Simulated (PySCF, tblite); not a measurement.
Isomers of C5H3FO2. Method: GFN2-xTB as coded in tblite; computed harmonic values from a numerical Hessian at the method's own geometry, unscaled. This tight-binding method is rough: wavenumbers can miss measured ones by several per cent, in bad cases by 10 to 20. One conformer each.

Electronic energies: PBE0/pcSseg-1 single points on the GFN2-xTB geometries (PySCF, gas phase).

| SMILES | electronic energy, lowest = 0 (kcal/mol) |
| --- | --- |
| O=C(F)c1ccco1 | 1.1 |
| C=C(F)C#CC(=O)O | 48.4 |
| O=Cc1ccc(F)o1 | 19.5 |
| O=C(O)C#C/C=C\F | 46.7 |
| O=C(F)c1ccoc1 | 0.0 |

Question: How do GFN2-xTB zero-point energies change the relative energies?

Answer: 
```csv
SMILES,ZPE (kcal/mol),of it from modes above 1550 cm⁻¹,electronic (kcal/mol),"with ZPE, lowest = 0 (kcal/mol)",lowest mode (cm⁻¹),rings
O=C(F)c1ccoc1,43.8,18.5,0.0,0.0,71,1
O=C(F)c1ccco1,43.8,16.3,1.1,1.2,83,1
O=Cc1ccc(F)o1,43.3,17.9,19.5,19.1,118,1
O=C(O)C#C/C=C\F,41.6,22.0,46.7,44.6,5,0
C=C(F)C#CC(=O)O,41.5,22.2,48.4,46.1,28,0
```

The zero-point energies span 2.3 kcal/mol, from `C=C(F)C#CC(=O)O` to `O=C(F)c1ccco1`. The order is unchanged.

Question: And how do the electronic energies of GFN2-xTB itself compare?

Answer: `O=C(F)c1ccoc1` 0.0; `O=C(F)c1ccco1` 1.6; `O=Cc1ccc(F)o1` 14.4; `O=C(O)C#C/C=C\F` 49.1; `C=C(F)C#CC(=O)O` 50.4 kcal/mol, lowest = 0. Against the energies above, taken from the same isomer `O=C(F)c1ccoc1`, the largest difference is 5.1 kcal/mol.

Question: What do entropy and thermal enthalpy add at 298.15 K and 1 bar (rigid rotor, harmonic oscillator, one conformer each)?

Answer: 
| SMILES | point group | symmetry number | S (cal/(mol K)) | H − H(0) (kcal/mol) | ZPE + H − H(0) − TS (kcal/mol) |
| --- | --- | --- | --- | --- | --- |
| O=C(F)c1ccoc1 | Cs | 1 | 81.6 | 4.64 | 24.1 |
| O=C(F)c1ccco1 | Cs | 1 | 81.2 | 4.63 | 24.2 |
| O=Cc1ccc(F)o1 | Cs | 1 | 81.1 | 4.71 | 23.8 |
| C=C(F)C#CC(=O)O | Cs | 1 | 92.1 | 5.77 | 19.8 |

Not tabulated: `O=C(O)C#C/C=C\F` (lowest mode only 5 cm⁻¹).
